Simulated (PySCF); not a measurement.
Working out the ionisation energy of P⁺

P⁺ [Ne] 3s2 3p2 (3P) → P²⁺ [Ne] 3s2 3p1 (2P). All numbers are calculated (PySCF 2.14, no relativity, point nucleus, in def2-QZVPPD (10s6p5d2f1g, 76 functions)). Frozen: [Ne]. Energies in hartree (1 hartree = 27.21139 eV):

```json
{"part": "UHF", "P⁺ (lower)": "-340.355018", "P²⁺ (upper)": "-339.650581"}
{"part": "CCSD correlation", "P⁺ (lower)": "-0.085637", "P²⁺ (upper)": "-0.066810"}
{"part": "(T)", "P⁺ (lower)": "-0.002672", "P²⁺ (upper)": "-0.001159"}
```

Problem. What does Hartree-Fock give?

Solution. (-339.650581) − (-340.355018) = 0.704437 hartree = 19.169 eV.

Problem. What do CCSD and CCSD(T) give?

Solution. The CCSD correlation energies differ by 0.018827 hartree = 0.512 eV and the triples by 0.001513 hartree = 0.041 eV, so CCSD gives 19.681 eV and CCSD(T) 19.722 eV.

A first-order spin-orbit estimate adds -0.007 eV to CCSD(T) (valence), giving 19.715 eV against 19.769 eV (semi-empirical (NIST evaluation); NIST Atomic Spectra Database, ionization energies).

What remains against the reference includes basis incompleteness, the frozen core and higher excitations.
